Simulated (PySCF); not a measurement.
CH₄ClGa, SMILES [CH3][GaH][Cl].

The structure is a stationary point at B3LYP-D3(BJ)/def2-SVP.

Calculation: PySCF with C-PCM-PBE0/def2-SVP.

The values are the electrostatic part of the solvation free energy, E(continuum) − E(gas) at the gas-phase geometry, in a cavity of scaled van der Waals radii (PySCF's table); cavitation and dispersion terms are not included. A continuum can't describe solvent molecules that bind to the metal. In vacuum the orbital gap is 6.71 eV. The dipole moment in vacuum is 2.51 D.

Computed values in water (ε = 78.36), chlorobenzene (ε = 5.70), benzene (ε = 2.27):
| solvent | ε | ΔG(elec) (kcal/mol) | dipole (D) | gap (eV) |
|---|---|---|---|---|
| water | 78.36 | -4.4 | 3.22 | 7.09 |
| chlorobenzene | 5.70 | -3.5 | 3.08 | 7.03 |
| benzene | 2.27 | -2.3 | 2.87 | 6.93 |
